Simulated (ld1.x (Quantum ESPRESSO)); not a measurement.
**How hard is this caesium (Cs) TM potential?**

- Element: Cs
- Generator: ld1.x (Quantum ESPRESSO) 7.5
- Type: norm-conserving Troullier–Martins (Kleinman–Bylander form)
- Functional: PW91
- Relativity: scalar-relativistic
- Frozen core: [Kr] 4d10
- Valence charge: 9
- Reference configuration: 5s2 5p6 5d1 6s0 6p0
- Partial waves: 5s (bound): rc 1.65 bohr; 5p (bound): rc 3.40 bohr; 5d (bound): rc 4.20 bohr; 4f channel at 0.05 Ry: rc 4.12 bohr
- Local potential: all-electron potential smoothed inside 3.55 bohr (lloc = -1)
- Core correction: none

The pseudo-atom Hamiltonian at the reference potential is diagonalised in spherical Bessel functions j_l(qr) that vanish at 20 bohr, with q² up to the cutoff. All-electron valence levels (Ry): 5s -1.9806, 6s -0.1621, 5p -1.0097, 6p -0.0690, 5d -0.0425.

How do the lowest levels (Ry) of each channel move with the cutoff, and are there ghosts?

```csv
cutoff (Ry),s #1,s #2,s #3,s #4,p #1,p #2,p #3,d #1,f #1,f #2,Σ f·Δε (mRy)
8,-1.8720,-0.2874,-0.0532,0.0583,-1.0083,-0.0681,0.0383,-0.0414,0.0524,0.1665,225.6
12,-1.9350,-0.4086,-0.0871,0.0258,-1.0096,-0.0682,0.0381,-0.0415,0.0524,0.1663,92.0
21,-1.9638,-0.4672,-0.0998,0.0174,-1.0097,-0.0682,0.0381,-0.0415,0.0524,0.1663,33.7
30,-1.9696,-0.4766,-0.1016,0.0163,-1.0097,-0.0682,0.0381,-0.0415,0.0524,0.1663,21.9
40,-1.9787,-0.4914,-0.1042,0.0147,-1.0097,-0.0682,0.0381,-0.0415,0.0524,0.1663,3.7
50,-1.9800,-0.4934,-0.1046,0.0145,-1.0097,-0.0682,0.0381,-0.0415,0.0524,0.1663,1.3
70,-1.9803,-0.4940,-0.1047,0.0145,-1.0097,-0.0682,0.0381,-0.0415,0.0524,0.1663,0.6
90,-1.9806,-0.4944,-0.1047,0.0144,-1.0097,-0.0682,0.0381,-0.0415,0.0524,0.1663,0.1
400,-1.9806,-0.4944,-0.1048,0.0144,-1.0097,-0.0682,0.0381,-0.0415,0.0524,0.1663,0.0
```

Result: ghost state, extra bound levels that the all-electron valence spectrum of the same l lacks: s at -6.7 eV (a true bound ghost makes a file unfit for plane-wave use); 10 mRy is reached at 40 Ry and 1 mRy at 70 Ry.

5 of 7 tests not solved or not reliable.
